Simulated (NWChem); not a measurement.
# Which level was it?

C3H6B has 10 atoms, charge 0, and is taken as a doublet. As SMILES, `BC([CH2])=C`. Geometry: relaxed at GFN2-xTB.

| atom | x (Å) | y (Å) | z (Å) |
| --- | --- | --- | --- |
| B | -1.0847 | 0.4952 | -0.9211 |
| C | 0.0362 | -0.0167 | 0.0313 |
| C | 0.5759 | -1.2840 | -0.1398 |
| C | 0.5053 | 0.7902 | 1.0585 |
| H | -1.5299 | 1.5670 | -0.7801 |
| H | -1.4827 | -0.1911 | -1.7801 |
| H | 0.2358 | -1.9348 | -0.9242 |
| H | 1.3540 | -1.6576 | 0.5066 |
| H | 1.2797 | 0.4553 | 1.7302 |
| H | 0.1104 | 1.7765 | 1.2188 |

A calculation with NWChem 7.3.0 gave:

```json
{
  "total energy": "-140.0014 Eh",
  "dipole moment": "0.48 D",
  "HOMO energy": "-8.31 eV",
  "LUMO energy": "5.57 eV",
  "⟨S²⟩": "1.078",
  "largest force": "1.488 eV/Å"
}
```

Question: Which of these levels gave the numbers?
A. B3LYP/6-31G* (spherical functions)
B. B3LYP/6-31G* (Cartesian functions)
C. HF/STO-3G
D. HF/3-21G

Answer: C. The others give -140.9318 Eh (HF/3-21G), -142.6932 Eh (B3LYP/6-31G* (spherical functions)), -142.6961 Eh (B3LYP/6-31G* (Cartesian functions)).
